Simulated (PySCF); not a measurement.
Computed beside measured shifts

System: C11H16O3S (measured compound), SMILES CCCCOS(=O)(=O)c1ccc(C)cc1.

Atom-mapped SMILES (hydrogens are numbered by the atom that bears them): [CH3:1][CH2:2][CH2:3][CH2:4][O:5][S:6](=[O:7])(=[O:8])[c:9]1[cH:10][cH:11][c:12]([CH3:13])[cH:14][cH:15]1

Computed with GIAO KT3/pcSseg-2, gas phase, PySCF SCF with an in-house response code, fitting set def2-universal-JFIT, grid level 2, non-relativistic, geometry: PBE0-D3(BJ)/def2-SVP.

One optimised conformer. Values are averaged over the atoms that symmetry or fast rotation interchanges, on this one geometry and without vibrational averaging. Shifts are the reference shielding less the shielding here, at the same level (13C, 1H against isolated TMS; 17O against isolated H2O; 33S against isolated CS2); nuclei without a reference have shieldings only.

Question: What shifts does this level give for H on 4, H on 3, H on 2, H on 1, and how do they compare with measurement?

Answer: 
```json
{"atom": "H on 4", "nucleus": "1H", "computed / ppm": "4.28", "measured / ppm": "4.03", "computed less measured": "0.25", "measured against": "TMS", "medium of the measurement": "not stated per compound (mostly CDCl3 or CCl4)"}
{"atom": "H on 3", "nucleus": "1H", "computed / ppm": "1.59", "measured / ppm": "1.62", "computed less measured": "-0.03", "measured against": "TMS", "medium of the measurement": "not stated per compound (mostly CDCl3 or CCl4)"}
{"atom": "H on 2", "nucleus": "1H", "computed / ppm": "1.49", "measured / ppm": "1.36", "computed less measured": "0.13", "measured against": "TMS", "medium of the measurement": "not stated per compound (mostly CDCl3 or CCl4)"}
{"atom": "H on 1", "nucleus": "1H", "computed / ppm": "1.15", "measured / ppm": "0.88", "computed less measured": "0.27", "measured against": "TMS", "medium of the measurement": "not stated per compound (mostly CDCl3 or CCl4)"}
```

Measured values: Pretsch, Buehlmann, Badertscher, Structure Determination of Organic Compounds, 4th ed..
